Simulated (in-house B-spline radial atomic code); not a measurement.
## Xe VIII (Xe7+): [Kr] 4d9 5s1 6f1 (an excited or competing configuration)

Method: Dirac-Hartree-Fock, average of configuration, Fermi nucleus of rms radius 4.7859 fm. Calculated with an all-electron radial atomic-structure program (B-spline basis).

Z_r = [3n² - l(l+1)]/(2<r>); Z_e = n√(-2ε); the last column is Slater's effective charge. Values are occupation-weighted means over j. An effective charge above Z reflects the relativistic contraction of the inner shells.

| shell | electrons | ε (eV) | <r> (bohr) | Z_r | Z_e | Slater |
| --- | --- | --- | --- | --- | --- | --- |
| 1s | 2 | -34873 | 0.02665 | 56.28 | 50.63 | 53.70 |
| 2s | 2 | -5625.7 | 0.114 | 52.62 | 40.67 | 49.85 |
| 2p | 6 | -5060.6 | 0.1001 | 49.94 | 38.57 | 49.85 |
| 3s | 2 | -1284.8 | 0.3044 | 44.34 | 29.15 | 42.75 |
| 3p | 6 | -1096.8 | 0.3026 | 41.31 | 26.94 | 42.75 |
| 3d | 10 | -814.82 | 0.28 | 37.49 | 23.22 | 32.85 |
| 4s | 2 | -338.77 | 0.7118 | 33.72 | 19.96 | 26.25 |
| 4p | 6 | -275.48 | 0.7547 | 30.48 | 18.00 | 26.25 |
| 4d | 9 | -180.75 | 0.8406 | 24.98 | 14.58 | 15.20 |
| 5s | 1 | -114.78 | 1.57 | 23.88 | 14.52 | 11.55 |
| 6f | 1 | -29.631 | 4.744 | 10.12 | 8.85 | 8.00 |

The least bound orbital is 6f7/2 at -29.62 eV, and it is also the most diffuse (<r> = 4.746 bohr).

Spin-orbit splittings of the orbital energies (j = l + 1/2 above j = l - 1/2 when positive): 2p 325.9 eV, 3p 63.61 eV, 3d 13.25 eV, 4p 13.1 eV, 4d 2.208 eV, 6f 0.02832 eV.

For the 1s electron the small component carries 3.96 % of the norm, the zero-frequency Breit interaction raises the level by 86.85 eV, self-energy by 49.96 eV, and vacuum polarisation lowers it by 7 eV.
